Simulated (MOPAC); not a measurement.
Input file for MOPAC: PM6 on H4PbSSi (SMILES [SiH3][Pb][SH]), a point of a torsion scan.

```
PM6 1SCF PRECISE CHARGE=0 THREADS=1
H4PbSSi

Si    -1.38764721 1    -0.10296270 1    -0.00823693 1
Pb     0.79352852 1     1.31788622 1    -0.65004658 1
S     -0.50665665 1     2.95952733 1    -2.05107246 1
H     -1.54942036 1    -1.32270081 1    -0.80634636 1
H     -2.66861608 1     0.58433504 1    -0.12370934 1
H     -1.36743622 1    -0.60330651 1     1.37273919 1
H      0.48321423 1     3.74330845 1    -2.45489425 1
```

The log:

```
*******************************************************************************
 **                                                                           **
 **                              MOPAC v23.2.5                                **
 **                                                                           **
 *******************************************************************************
 ** MOPAC's Digital Object Identifier: https://doi.org/10.5281/zenodo.6511958 **
 **                                                                           **
 ** Please cite the open-source release paper for use of this MOPAC version:  **
 ** J. E. Moussa and J. J. P. Stewart (2026)                                  **
 ** MOPAC: An open-source semiempirical molecular orbital program             **
 ** J. Open Source Softw., 11(119), 8025, https://doi.org/10.21105/joss.08025 **
 *******************************************************************************

                              PM6 CALCULATION RESULTS

 *******************************************************************************
 *  PM6        - The PM6 Hamiltonian to be used
 *
 *
 *
 *                 CHARGE ON SYSTEM = 0
 *
 *
 *
 *  PRECISE    - TIGHTER CRITERIA TO BE USED
 *  1SCF       - DO 1 SCF AND THEN STOP
 *  THREADS=1  - MULTI-THREADING NOT USED
 *  T=         - A TIME OF 172800.0 SECONDS REQUESTED
 *  DUMP=N     - RESTART FILE WRITTEN EVERY 7200.0 SECONDS REQUESTED
 *******************************************************************************
PM6 1SCF PRECISE CHARGE=0 THREADS=1
 H4PbSSi

   ATOM   CHEMICAL          X               Y               Z
  NUMBER   SYMBOL      (ANGSTROMS)     (ANGSTROMS)     (ANGSTROMS)

     1      Si         -1.38764721  *  -0.10296270  *  -0.00823693  *
     2      Pb          0.79352852  *   1.31788622  *  -0.65004658  *
     3       S         -0.50665665  *   2.95952733  *  -2.05107246  *
     4       H         -1.54942036  *  -1.32270081  *  -0.80634636  *
     5       H         -2.66861608  *   0.58433504  *  -0.12370934  *
     6       H         -1.36743622  *  -0.60330651  *   1.37273919  *
     7       H          0.48321423  *   3.74330845  *  -2.45489425  *



          CARTESIAN COORDINATES

    NO.       ATOM           X           Y           Z

     1        Si         -1.3876     -0.1030     -0.0082
     2        Pb          0.7935      1.3179     -0.6500
     3         S         -0.5067      2.9595     -2.0511
     4         H         -1.5494     -1.3227     -0.8063
     5         H         -2.6686      0.5843     -0.1237
     6         H         -1.3674     -0.6033      1.3727
     7         H          0.4832      3.7433     -2.4549

 General Reference for PM6:
 "Optimization of Parameters for Semiempirical Methods V: Modification of NDDO Approximations
 and Application to 70 Elements", J. J. P. Stewart, J. Mol. Mod., 13, 1173-1213 (2007)
 URL: https://link.springer.com/article/10.1007/s00894-007-0233-4

           Empirical Formula: H4 Si Pb S  =     7 atoms



      MOLECULAR POINT GROUP   :   C1


      RHF CALCULATION, NO. OF DOUBLY OCCUPIED LEVELS = 9


 -------------------------------------------------------------------------------
 PM6 1SCF PRECISE CHARGE=0 THREADS=1
 H4PbSSi



     1SCF WAS SPECIFIED, SO BFGS WAS NOT USED
     SCF FIELD WAS ACHIEVED


                              PM6 CALCULATION
                                                       MOPAC v23.2.5 Linux




          FINAL HEAT OF FORMATION =         51.49918 KCAL/MOL =     215.47257 KJ/MOL


          COSMO AREA              =        141.97 SQUARE ANGSTROMS
          COSMO VOLUME            =        137.81 CUBIC ANGSTROMS

          IONIZATION POTENTIAL    =          8.119235 EV
          HOMO LUMO ENERGIES (EV) =         -8.119 -2.500
          NO. OF FILLED LEVELS    =          9
          MOLECULAR WEIGHT        =        271.3771         POINT GROUP:  C1

          MOLECULAR DIMENSIONS (Angstroms)

            Atom       Atom       Distance
            H     7    H     6     6.08019
           Pb     2    H     5     3.02577
            H     7    H     4     2.09661


          SCF CALCULATIONS        =          1





   ATOM   CHEMICAL          X               Y               Z
  NUMBER   SYMBOL      (ANGSTROMS)     (ANGSTROMS)     (ANGSTROMS)

     1      Si         -1.38764721  *  -0.10296270  *  -0.00823693  *
     2      Pb          0.79352852  *   1.31788622  *  -0.65004658  *
     3       S         -0.50665665  *   2.95952733  *  -2.05107246  *
     4       H         -1.54942036  *  -1.32270081  *  -0.80634636  *
     5       H         -2.66861608  *   0.58433504  *  -0.12370934  *
     6       H         -1.36743622  *  -0.60330651  *   1.37273919  *
     7       H          0.48321423  *   3.74330845  *  -2.45489425  *

                             CARTESIAN COORDINATES

   1   Si       -1.387647210    -0.102962700    -0.008236930
   2   Pb        0.793528520     1.317886220    -0.650046580
   3    S       -0.506656650     2.959527330    -2.051072460
   4    H       -1.549420360    -1.322700810    -0.806346360
   5    H       -2.668616080     0.584335040    -0.123709340
   6    H       -1.367436220    -0.603306510     1.372739190
   7    H        0.483214230     3.743308450    -2.454894250


           Empirical Formula: H4 Si Pb S  =     7 atoms



      MOLECULAR POINT GROUP   :   C1


                  EIGENVALUES
 -30.15683 -20.63128 -17.79569 -13.24597 -11.83612 -11.73995  -9.57495  -9.49047
  -8.11923  -2.49984  -1.61651  -1.14061   0.55518   0.67766   0.76277   1.74989
   1.93815   1.94633   1.96302   1.97342   2.00532   2.02885   3.49900   3.75518
   4.66229   4.75198


              NET ATOMIC CHARGES AND DIPOLE CONTRIBUTIONS

  ATOM NO.   TYPE          CHARGE      No. of ELECS.   s-Pop       p-Pop       d-Pop
    1         Si          -0.109337        4.1093     1.27390     2.48204     0.35339
    2         Pb           0.434602        3.5654     1.91640     1.64900
    3          S          -0.537245        6.5372     1.91788     4.51051     0.10885
    4          H          -0.000888        1.0009     1.00089
    5          H           0.000554        0.9994     0.99945
    6          H          -0.002133        1.0021     1.00213
    7          H           0.214445        0.7856     0.78555
 DIPOLE           X         Y         Z       TOTAL
 POINT-CHG.     4.204    -0.963     1.401     4.534
 HYBRID        -2.208     0.319    -0.601     2.310
 SUM            1.996    -0.644     0.800     2.245


          ATOMIC ORBITAL ELECTRON POPULATIONS

     Atom    s        px        py        pz      x^2-y^2     xz        z^2       yz        xy
    1 Si   1.27390   0.87570   0.82406   0.78228   0.06389   0.00595   0.10849   0.10224   0.07283
    2 Pb   1.91640   0.85675   0.47285   0.31940
    3  S   1.91788   1.36611   1.47871   1.66569   0.00611   0.01884   0.01692   0.01014   0.05685
    4  H   1.00089
    5  H   0.99945
    6  H   1.00213
    7  H   0.78555

 **********************
 *                    *
 * JOB ENDED NORMALLY *
 *                    *
 **********************




 == MOPAC DONE ==
```

The run finished.

Cost: roughly 0.020 core-seconds.
